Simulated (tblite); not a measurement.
Record of a relaxation.

C3H9ClGeO.
Numbering: `[CH3:1][O:2][Ge:3]([CH3:4])([CH3:5])[Cl:6]` (hydrogens: H7, H8, H9 on C1; H10, H11, H12 on C4; H13, H14, H15 on C5)

Computed with GFN2-xTB (tblite), gas phase: L-BFGS steps from a force-field or distance-geometry start until the largest atomic force falls under 0.01 eV/Å. 6 of its 83 geometries are shown.

Step 0: E = -587.7222 eV, largest atomic force 1.091 eV/Å
```
atom  x, y, z in Å  |  force x, y, z in eV/Å
C1      1.721   -1.486    0.263    0.553  -0.608  -0.050
O2      1.556   -0.094    0.075   -0.384  -0.441   0.368
Ge3    -0.160    0.322    0.369   -0.283   0.806   0.348
C4     -0.397    2.241    0.063   -0.004   0.711   0.393
C5     -1.334   -0.630   -0.863   -0.660  -0.670  -0.553
Cl6    -0.749   -0.132    2.402    0.240  -0.046  -0.288
H7      1.142   -2.047   -0.506    0.315   0.123   0.593
H8      1.425   -1.791    1.294    0.079   0.020  -0.684
H9      2.789   -1.742    0.135   -0.360   0.235   0.008
H10    -1.460    2.509    0.248    0.820  -0.076  -0.180
H11     0.250    2.793    0.772   -0.454  -0.066  -0.560
H12    -0.117    2.479   -0.971   -0.131   0.087   0.441
H13    -0.982   -0.468   -1.899   -0.262  -0.158   0.544
H14    -1.318   -1.712   -0.636   -0.278   0.536  -0.294
H15    -2.371   -0.234   -0.769    0.808  -0.451  -0.087
```

Step 16: E = -588.0085 eV, largest atomic force 0.142 eV/Å
```
atom  x, y, z in Å  |  force x, y, z in eV/Å
C1      1.774   -1.542    0.278   -0.012   0.011  -0.001
O2      1.420   -0.176    0.160    0.079  -0.033   0.007
Ge3    -0.268    0.373    0.369   -0.034   0.070  -0.057
C4     -0.367    2.342    0.079    0.049   0.005   0.021
C5     -1.414   -0.670   -0.888   -0.020  -0.058  -0.038
Cl6    -0.733   -0.147    2.386   -0.078   0.024  -0.003
H7      1.259   -2.143   -0.477    0.084  -0.018   0.062
H8      1.536   -1.939    1.271   -0.030   0.062  -0.073
H9      2.854   -1.625    0.128   -0.076   0.113  -0.039
H10    -1.394    2.660    0.245    0.056  -0.036  -0.006
H11     0.276    2.887    0.762    0.043  -0.037   0.028
H12    -0.085    2.591   -0.940    0.006  -0.057   0.044
H13    -1.045   -0.537   -1.901    0.027   0.024  -0.026
H14    -1.372   -1.726   -0.644   -0.064  -0.071   0.026
H15    -2.445   -0.340   -0.851   -0.030   0.001   0.054
```

Step 33: E = -588.0522 eV, largest atomic force 0.097 eV/Å
```
atom  x, y, z in Å  |  force x, y, z in eV/Å
C1      1.830   -1.468    0.268    0.005  -0.008   0.015
O2      1.326   -0.156    0.137    0.024  -0.048   0.035
Ge3    -0.372    0.348    0.330   -0.004  -0.097  -0.001
C4     -0.275    2.312    0.104   -0.008   0.032  -0.018
C5     -1.522   -0.734   -0.905   -0.009   0.010   0.003
Cl6    -0.962   -0.098    2.342    0.042  -0.024  -0.067
H7      1.411   -2.140   -0.488    0.006   0.051   0.057
H8      1.620   -1.876    1.262    0.000   0.004  -0.057
H9      2.913   -1.416    0.129   -0.058   0.042   0.008
H10    -1.253    2.748    0.276   -0.045   0.029   0.024
H11     0.426    2.727    0.820    0.026   0.004   0.031
H12     0.052    2.573   -0.895    0.031  -0.026  -0.054
H13    -1.158   -0.631   -1.923   -0.011  -0.004   0.022
H14    -1.490   -1.784   -0.621    0.000   0.033   0.001
H15    -2.551   -0.395   -0.859    0.000   0.001   0.001
```

Step 49: E = -588.0561 eV, largest atomic force 0.025 eV/Å
```
atom  x, y, z in Å  |  force x, y, z in eV/Å
C1      1.837   -1.451    0.278    0.000   0.000   0.003
O2      1.318   -0.147    0.152    0.013   0.018  -0.012
Ge3    -0.383    0.340    0.324   -0.019  -0.015  -0.004
C4     -0.265    2.307    0.100   -0.001  -0.007  -0.004
C5     -1.541   -0.733   -0.908   -0.006   0.002   0.005
Cl6    -0.962   -0.152    2.323    0.004   0.001  -0.009
H7      1.427   -2.121   -0.483    0.008  -0.008   0.001
H8      1.628   -1.870    1.265    0.004  -0.004   0.001
H9      2.917   -1.376    0.142    0.008  -0.009   0.008
H10    -1.234    2.765    0.271   -0.007   0.008   0.007
H11     0.448    2.704    0.816    0.000   0.013   0.006
H12     0.073    2.551   -0.901    0.002  -0.008  -0.007
H13    -1.187   -0.642   -1.930    0.004   0.008   0.013
H14    -1.513   -1.780   -0.615   -0.009   0.001  -0.007
H15    -2.567   -0.387   -0.856   -0.001   0.002  -0.001
```

Step 66: E = -588.0575 eV, largest atomic force 0.027 eV/Å
```
atom  x, y, z in Å  |  force x, y, z in eV/Å
C1      1.857   -1.448    0.289    0.004   0.000   0.003
O2      1.315   -0.159    0.115    0.001  -0.004  -0.003
Ge3    -0.384    0.323    0.326    0.006  -0.006  -0.026
C4     -0.270    2.290    0.095    0.003   0.005   0.004
C5     -1.569   -0.714   -0.911   -0.004   0.000  -0.002
Cl6    -0.917   -0.189    2.330   -0.005  -0.002   0.005
H7      1.493   -2.143   -0.472    0.001   0.008   0.001
H8      1.621   -1.853    1.276   -0.004   0.000   0.004
H9      2.940   -1.352    0.194    0.006  -0.006   0.000
H10    -1.237    2.754    0.265    0.003  -0.011   0.002
H11     0.446    2.694    0.805   -0.002   0.008  -0.003
H12     0.065    2.522   -0.910    0.000   0.003   0.007
H13    -1.207   -0.612   -1.929   -0.010  -0.002   0.004
H14    -1.571   -1.766   -0.639    0.001   0.010   0.006
H15    -2.586   -0.340   -0.856    0.000  -0.005  -0.002
```

Step 82: E = -588.0581 eV, largest atomic force 0.007 eV/Å
```
atom  x, y, z in Å  |  force x, y, z in eV/Å
C1      1.872   -1.450    0.297   -0.002   0.001   0.000
O2      1.321   -0.169    0.091   -0.001   0.003  -0.004
Ge3    -0.376    0.317    0.309    0.001   0.001   0.006
C4     -0.269    2.286    0.094    0.000   0.007   0.000
C5     -1.586   -0.704   -0.915   -0.001  -0.004  -0.003
Cl6    -0.902   -0.205    2.314    0.002   0.000  -0.002
H7      1.533   -2.157   -0.464    0.001  -0.001  -0.004
H8      1.615   -1.844    1.283   -0.003   0.001   0.005
H9      2.956   -1.345    0.228    0.001  -0.001   0.000
H10    -1.241    2.737    0.268    0.004  -0.001   0.000
H11     0.443    2.693    0.806   -0.004  -0.005  -0.002
H12     0.062    2.530   -0.909    0.002   0.001   0.002
H13    -1.238   -0.611   -1.939   -0.001   0.002   0.000
H14    -1.599   -1.756   -0.640    0.001  -0.001   0.003
H15    -2.596   -0.316   -0.846    0.000  -0.003  -0.002
```

**Question.** Summarise the path.

**Answer.** The energy falls by 32.41 kJ/mol from step 0 to step 82; nine tenths of that is first reached at step 22. It falls at every step. The largest force goes from 1.091 to 0.007 eV/Å. Among the bonds Ge3–C5 changes most, from 1.950 to 2.002 Å; the atoms move by 0.269 Å rms after alignment.

**Question.** Follow the three bonds and two angles with the largest change from start to end.

**Answer.** 
```csv
step,E above end (kJ/mol),largest force (eV/Å),Ge3–C5 (Å),C5–H15 (Å),Ge3–Cl6 (Å),C1–O2–Ge3 (°),C4–Ge3–C5 (°)
0,32.41,1.091,1.950,1.114,2.165,108.6,107.9
4,14.21,0.460,1.976,1.081,2.125,114.8,110.8
7,9.18,0.311,1.981,1.084,2.121,117.4,112.4
11,6.62,0.168,2.005,1.084,2.141,118.4,112.9
14,5.31,0.154,1.998,1.086,2.138,120.9,113.2
18,4.23,0.153,1.996,1.083,2.136,122.0,114.0
21,3.37,0.195,1.999,1.086,2.140,123.6,115.5
25,1.61,0.116,1.991,1.083,2.131,126.0,117.8
29,0.97,0.081,1.998,1.084,2.138,126.8,119.1
32,0.70,0.133,2.003,1.085,2.143,126.7,119.6
36,0.38,0.061,2.004,1.084,2.139,126.0,119.5
39,0.28,0.038,2.004,1.085,2.137,126.5,119.9
43,0.25,0.031,2.002,1.084,2.137,126.2,119.9
46,0.21,0.021,2.001,1.084,2.137,126.5,119.8
50,0.19,0.023,2.003,1.084,2.140,126.6,119.7
53,0.17,0.017,2.001,1.084,2.139,126.3,119.5
57,0.15,0.014,2.002,1.084,2.138,126.5,119.5
61,0.13,0.032,2.001,1.084,2.139,126.6,119.3
64,0.08,0.037,2.001,1.084,2.136,126.7,118.6
68,0.05,0.014,2.001,1.084,2.138,127.0,118.5
71,0.04,0.028,2.001,1.084,2.139,127.1,118.4
75,0.02,0.021,2.003,1.085,2.137,127.1,118.3
78,0.01,0.013,2.003,1.084,2.138,127.1,118.4
82,0.00,0.007,2.002,1.085,2.138,127.1,118.2
```

What follows is the cost of the whole relaxation. On one thread, Intel Xeon at 2.50 GHz (x86_64), shared host with 64 logical CPUs at a one-minute load of 56, this took 2.3 s wall, 1.7 s CPU.
